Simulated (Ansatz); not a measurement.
Consider the isomerisation: `C[SiH](O)[SiH](O)O` → `CO[SiH](O)[SiH2]O`.

Program: Ansatz. Geometries: PBE0-D4/def2-TZVP. ΔE: electronic, gas phase. CCSD(T)/CBS adds triple-zeta CCSD(T) − MP2 to the extrapolated MP2 energy (def2 sets, frozen cores). DFT in def2-TZVPP. B3LYP here is the variant with VWN-RPA as its local correlation; programs differ in this. One conformer a species, not always the lowest.

Problem. Is it downhill or uphill in electronic energy at CCSD(T)/CBS, and by how much? (An estimate is asked.)

Solution. Ansatz gave: Uphill: ΔE = +25.7 kcal/mol.

Problem. What do these levels give: PBE0-D4, B3LYP-D4, ωB97X-V, B2PLYP, PBE0, MP2/def2-TZVPP, SCS-MP2/def2-TZVPP, CCSD/def2-TZVPP, CCSD(T)/def2-TZVPP, HF/def2-QZVPP, MP2/CBS(def2), CCSD/CBS(def2)? (An estimate is asked.)

Solution. Computed: PBE0-D4 25.5, B3LYP-D4 23.8, ωB97X-V 24.2, B2PLYP 24.5, PBE0 25.4, MP2/def2-TZVPP 26.6, SCS-MP2/def2-TZVPP 24.5, CCSD/def2-TZVPP 24.5, CCSD(T)/def2-TZVPP 24.9, HF/def2-QZVPP 20.6, MP2/CBS(def2) 27.4, CCSD/CBS(def2) 25.3 kcal/mol.

Largest T1 diagnostic among the species: 0.012.

In def2-TZVPP, CCSD(T) changes the Hartree–Fock value by +4.2 kcal/mol (the triples alone add +0.4 kcal/mol) and MP2 by +5.9 kcal/mol.
